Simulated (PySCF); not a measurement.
Computed IR spectrum (relative IR intensity) of a molecule F2H4OSi2. Geometry optimised at PBE0-D3(BJ)/def2-SVP. The values are those of a single conformer. Level of theory: PBE0-D3(BJ)/def2-SVP (PySCF). Frequencies are harmonic and unscaled.

Lines under 2 % of the strongest are left out, and lines within 2 cm⁻¹ are merged.

ν (cm⁻¹): 307 (w), 708 (m), 711 (m), 877 (w), 881 (vw), 935 (vs), 980 (s), 1001 (m), 1134 (vs), 2293 (m), 2305 (s) (against the strongest line: vs over 80 %, s over 45 %, m over 15 %, w over 4 %, vw less)

Problem. Which structure fits?
A. O[Si](F)(F)[SiH3]
B. O[SiH2][SiH](F)F
C. F[SiH2]O[SiH2]F
D. F[SiH](F)O[SiH3]

Solution. C, F[SiH2]O[SiH2]F
